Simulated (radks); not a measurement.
Q: Excited configurations of Au I: one electron is placed in a higher orbital outside [Xe] 4f14 5d10. The ground configuration is [Xe] 4f14 5d10 6s1. Method: scalar-relativistic Kohn-Sham, PBE, spin-polarised, spherical densities, finite nucleus; open shells are filled with parallel spins first (spin-orbit coupling, left out, can overturn this in heavy ions); Fermi nuclear charge, rms radius 5.4371 fm; computed with a radial shooting solver on a logarithmic mesh with Libxc functionals. Excitation = E - E(ground); binding = E(ion) - E, where the ion is the core of charge +1; n* = 1/sqrt(2 binding) in atomic units, and the quantum defect is n - n*.

outer orbital  excitation (eV)  binding (eV)     n*  quantum defect  eigenvalue (eV)  <r> (bohr)
6p                       5.277         4.302  1.778           4.222           -2.031       4.470
7s                       6.826         2.754  2.223           4.777           -1.692       8.001
7p                       7.680         1.899  2.677           4.323           -1.124       10.85
7d                       8.543         1.037  3.623           3.377           -0.603       19.11
7f                       9.090         0.489  5.273           1.727           -0.320       42.56

Estimate the row for 6d.

A: excitation (eV) 7.927; binding (eV) 1.652; n* 2.869; quantum defect 3.131; eigenvalue (eV) -0.803; <r> (bohr) 10.08. The Delta-SCF ionisation energy is 9.580 eV (NIST Atomic Spectra Database: 9.226 eV, measured). Self-interaction in the functional shifts the binding energies and quantum defects, so they are the method's values and not measured ones.
